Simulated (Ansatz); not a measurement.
C2H5NSi can be A, `C1=N[SiH2]C1`, or B, `C[SiH2]C#N`.

Isolated molecules relaxed with PBE0-D4/def2-TZVP in Ansatz; ΔE leaves out vibrations. CBS: MP2 limit from def2 TZ/QZ plus the TZ coupled-cluster correction, frozen cores. DFT in def2-TZVPP. B3LYP here is the variant with VWN-RPA as its local correlation; programs differ in this.

Task: Which isomer does CCSD(T)/CBS put lower? Give the gap. (An estimate is asked.)

Result: Ansatz gave: B, by 97.0 kJ/mol.

Task: Give E(B) − E(A) in kJ/mol with B3LYP, ωB97M-V, B2PLYP, PBE0-D4, MP2/def2-TZVPP, HF/def2-TZVPP, CCSD(T)/def2-TZVPP. (Estimate.)

Result: Computed: B3LYP -101.2, ωB97M-V -89.4, B2PLYP -105.8, PBE0-D4 -72.7, MP2/def2-TZVPP -105.9, HF/def2-TZVPP -116.6, CCSD(T)/def2-TZVPP -102.4. None reverses the order clearly.

Task: Does the order hold for the free energy at 298.15 K (harmonic terms from PBE0-D4)? (Estimate.)

Result: Computed: Yes: G(B) − G(A) = -107.1 kJ/mol.

Largest T1 diagnostic: 0.012.

At CCSD(T), def2-SVP lies −15.0 kJ/mol from the extrapolated value and def2-TZVPP −5.4 kJ/mol. From BLYP to BHLYP (50 % exact exchange), in def2-TZVPP and without D4, E(B) − E(A) moves by +12.4 kJ/mol.
